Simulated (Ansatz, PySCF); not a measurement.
Ways to break one bond of CC[N](C)[GeH3]:

A. CC[N](C)[GeH3] [N-germyl-N-methylethanamine] -> [CH2]C[N](C)[GeH3] + H atom
B. CC[N](C)[GeH3] [N-germyl-N-methylethanamine] → CC[N](C)[GeH2] + H atom
C. CC[N](C)[GeH3] [N-germyl-N-methylethanamine] -> CC[N][GeH3] + [CH3] (CH3)
D. CC[N](C)[GeH3] → C[N][GeH3] + [CH2]C
E. CC[N](C)[GeH3] -> C[CH][N](C)[GeH3] + H atom
F. CC[N](C)[GeH3] → [CH2][N](C)[GeH3] + [CH3] (CH3)
G. CC[N](C)[GeH3] [N-germyl-N-methylethanamine] -> [CH2][N]([GeH3])CC + H atom

Quantity: bond dissociation energy (enthalpy at 298 K, with B3LYP-D3(BJ) rigid-rotor harmonic-oscillator terms), kJ/mol. Structures are relaxed separately at B3LYP-D3(BJ)/def2-TZVP in Ansatz (a quantum-chemistry and plane-wave program), one conformer each, not searched for the lowest. Frequencies are from Ansatz or PySCF. Correlated levels leave the core frozen unless marked. UHF or UKS for open shells. No spin-orbit coupling. Frozen are the shells of the preceding noble gas and the d and f shells that filled before the atom's block. No relativistic terms. CBS marks a two-point X^-3 extrapolation of the correlation energy; Hartree-Fock from the larger set. [CCSD(T)-MP2]/basis is that difference in the basis named.

```csv
,revPBE-D3(BJ)/def2-TZVPD (Ansatz + dftd3),PBE0-D4/def2-TZVP (Ansatz + dftd4),SCS-MP2/6-31G (Ansatz),"RI-MP2/CBS(cc-pVTZ,cc-pVQZ)+[CCSD(T)-MP2]/cc-pVTZ (Ansatz)"
A,400.4,406.2,375.9,___
B,303.7,319.5,279.1,___
C,314.2,329.6,311.0,___
D,313.0,329.7,322.5,___
E,348.0,356.6,337.6,___
F,310.4,324.3,304.4,___
G,354.0,362.1,337.6,___
```

Task: What belongs in the gaps?

Result: 
- A, RI-MP2/CBS(cc-pVTZ,cc-pVQZ)+[CCSD(T)-MP2]/cc-pVTZ (Ansatz): 425.6
- B, RI-MP2/CBS(cc-pVTZ,cc-pVQZ)+[CCSD(T)-MP2]/cc-pVTZ (Ansatz): 341.7
- C, RI-MP2/CBS(cc-pVTZ,cc-pVQZ)+[CCSD(T)-MP2]/cc-pVTZ (Ansatz): 345.2
- D, RI-MP2/CBS(cc-pVTZ,cc-pVQZ)+[CCSD(T)-MP2]/cc-pVTZ (Ansatz): 351.3
- E, RI-MP2/CBS(cc-pVTZ,cc-pVQZ)+[CCSD(T)-MP2]/cc-pVTZ (Ansatz): 380.4
- F, RI-MP2/CBS(cc-pVTZ,cc-pVQZ)+[CCSD(T)-MP2]/cc-pVTZ (Ansatz): 336.5
- G, RI-MP2/CBS(cc-pVTZ,cc-pVQZ)+[CCSD(T)-MP2]/cc-pVTZ (Ansatz): 382.1
